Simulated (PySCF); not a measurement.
# Vertical excitation energies

C3H16Si4.
Bonds: C1–C2, C2–C3, C3–Si4, Si4–Si5, Si5–Si6, Si5–Si7. Hydrogens: H8, H9, H10 on C1; H11, H12 on C2; H13, H14 on C3; H15, H16 on Si4; H17 on Si5; H18, H19, H20 on Si6; H21, H22, H23 on Si7.

The calculation used TDDFT wB97X-D/def2-SVPD, vertical, gas phase, core orbitals frozen in the response in PySCF 2.14.0, density-fitted response routines. Geometry: PBE0-D3(BJ)/def2-SVP, one conformer, isolated molecule. Torsions of this conformer, `[CH3:1][CH2:2][CH2:3][SiH2:4][SiH:5]([SiH3:6])[SiH3:7]`: C1–C2–C3–Si4 179°, C2–C3–Si4–Si5 -179°, C3–Si4–Si5–Si6 61°.

Problem. List the vertical singlet excitations with oscillator strengths and describe the spectrum.

Solution. 

```json
{"state": "S1", "E (eV)": "6.64", "ν̃ (cm⁻¹)": "53540", "f": "0.0097", "|μ| (D)": "0.62", "main configurations (H = HOMO, L = LUMO)": "H→L (58%), H-1→L+1 (19%)"}
{"state": "S2", "E (eV)": "6.72", "ν̃ (cm⁻¹)": "54200", "f": "0.011", "|μ| (D)": "0.64", "main configurations (H = HOMO, L = LUMO)": "H→L+1 (68%), H→L+2 (14%)"}
{"state": "S3", "E (eV)": "6.90", "ν̃ (cm⁻¹)": "55640", "f": "0.022", "|μ| (D)": "0.92", "main configurations (H = HOMO, L = LUMO)": "H-1→L+2 (64%), H-1→L (17%)"}
{"state": "S4", "E (eV)": "6.91", "ν̃ (cm⁻¹)": "55710", "f": "0.0090", "|μ| (D)": "0.59", "main configurations (H = HOMO, L = LUMO)": "H→L+2 (28%), H-1→L (27%), H-1→L+2 (14%)"}
{"state": "S5", "E (eV)": "7.09", "ν̃ (cm⁻¹)": "57160", "f": "0.093", "|μ| (D)": "1.86", "main configurations (H = HOMO, L = LUMO)": "H→L+4 (24%), H-1→L+1 (22%), H→L (12%)"}
{"state": "S6", "E (eV)": "7.15", "ν̃ (cm⁻¹)": "57700", "f": "0.164", "|μ| (D)": "2.46", "main configurations (H = HOMO, L = LUMO)": "H→L+2 (23%), H-1→L (22%), H-1→L+4 (10%)"}
{"state": "S7", "E (eV)": "7.23", "ν̃ (cm⁻¹)": "58350", "f": "0.068", "|μ| (D)": "1.57", "main configurations (H = HOMO, L = LUMO)": "H→L+3 (45%), H-1→L+1 (12%), H→L+4 (11%)"}
{"state": "S8", "E (eV)": "7.33", "ν̃ (cm⁻¹)": "59150", "f": "0.024", "|μ| (D)": "0.93", "main configurations (H = HOMO, L = LUMO)": "H→L+4 (24%), H→L+3 (23%), H→L+5 (21%)"}
{"state": "S9", "E (eV)": "7.43", "ν̃ (cm⁻¹)": "59890", "f": "0.0009", "|μ| (D)": "0.18", "main configurations (H = HOMO, L = LUMO)": "H-1→L+5 (47%), H-1→L+3 (26%), H-1→L+4 (10%)"}
{"state": "S10", "E (eV)": "7.46", "ν̃ (cm⁻¹)": "60180", "f": "0.433", "|μ| (D)": "3.91", "main configurations (H = HOMO, L = LUMO)": "H-1→L+3 (35%), H→L+5 (15%)"}
```

Triplets (Tamm–Dancoff): T1 6.03 eV, H→L (70%); T2 6.10 eV, H→L+2 (57%), H-1→L (14%); T3 6.12 eV, H-1→L+1 (71%), H-1→L (8%); T4 6.34 eV, H→L+1 (65%).

The lowest singlet lies at 6.64 eV (187 nm, vacuum ultraviolet) and is weak; its leading configuration is HOMO→LUMO (58%). The most intense listed level is S10 at 7.46 eV (166 nm, f = 0.433), 0.82 eV above S1. It is the last of those listed, so stronger ones may follow. S3/S4 lie within about 0.01 eV of each other. Löwdin shares by element: HOMO silicon 64% or more, carbon 8% or more (atoms not listed hold the other 28%); LUMO silicon 62% (atoms not listed hold the other 38%). Weighted by f, the mean energy of these states is 7.30 eV. The oscillator strengths of these states sum to 0.834; summed over the whole spectrum of an exact calculation they would give the number of electrons, 90 (Thomas–Reiche–Kuhn). Of the 10 states listed, 7 reach f = 0.01 and none stays under 0.0005. No computed singlet lies in the visible range (380 to 750 nm); the lowest, at 187 nm, stands 3.37 eV above its violet end (3.26 eV). All these states lie below the vertical ionisation energy of 9.35 eV (ΔSCF). Singlets were solved by full linear response, triplets in the Tamm–Dancoff approximation.

The run took 9.5 min on Arm Neoverse N1, one thread, shared host, and the process peaked at 1.4 GiB of memory.

Without π bonds the low states are Rydberg-like; a valence basis with one diffuse set may place them up to an eV too high.
